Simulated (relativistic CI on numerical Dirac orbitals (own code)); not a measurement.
**One change at a time: Ag14+**

Base calculation: Dirac-Coulomb-Breit CI, separate exchange-only KLI orbitals for each configuration, a model potential for QED, unscaled Slater integrals.

CI space (outside the closed core [Ar] 3d10): 4s²4p³, 4s4p⁴, 4p⁵, 4s²4p²4d, 4s4p³4d, 4s²4p²4f, 4s4p³4f, 4p⁴4d, 4s4p²4d², 4s²4p²5s, 4s²4p4d4f, 4s²4p4d², 4s²4d³, 4s4p4d³, 4s²4d²4f, 4s4p4d²4f, 4s²4d²5s, 4p³4d², 4p²4d³, 4p²4d²4f, 4p²4d²5s. Double excitations out of closed p, d and f shells are left out; levels of such configurations are missing from the list, as are those of other unlisted configurations, and high levels can miss mixing partners.

The lowest level and the first level of each name with at least 55 % of one term (blank where a level has no safe partner in the second run):

| Level | Base (cm⁻¹) | Shift (cm⁻¹) |
| --- | --- | --- |
| 4s²4p³ ⁴S°3/2 | 0 | 0 |
| 4s²4p³ ²D°3/2 | 45232 | +513 |
| 4s²4p³ ²D°5/2 | 61735 | +705 |
| 4s²4p³ ²P°1/2 | 89349 | +638 |
| 4s²4p³ ²P°3/2 | 128223 | +1437 |
| 4s4p⁴ ⁴P5/2 | 323634 | +60 |
| 4s4p⁴ ⁴P3/2 | 355336 | +464 |
| 4s4p⁴ ⁴P1/2 | 361749 | +422 |
| 4s4p⁴ ²D3/2 | 403320 | +528 |
| 4s4p⁴ ²D5/2 | 416552 | +847 |
| 4s²4p²4d ⁴F3/2 | 493998 | +810 |
| 4s²4p²4d ⁴F5/2 | 507804 | +1183 |
| 4s²4p²4d ²F5/2 | 527816 | +1460 |
| 4s²4p²4d ⁴F7/2 | 533030 | +1773 |

At this charge energies of transitions that change n are usually good to better than 1 %, and those within a shell (Δn = 0) to a few per cent.

Task: One thing was changed in a second run, which moved the levels as shown. Which?
A. Breit term removed
B. configuration mixing switched off
C. QED terms removed
D. one mean potential for all configurations

Result: A. Breit term removed. The Breit term mainly narrows fine-structure intervals, so removing it widens them.

LS names give the leading component of a level, which can be under half, so a name can repeat, a term be missing and a line seem to break the LS rules.
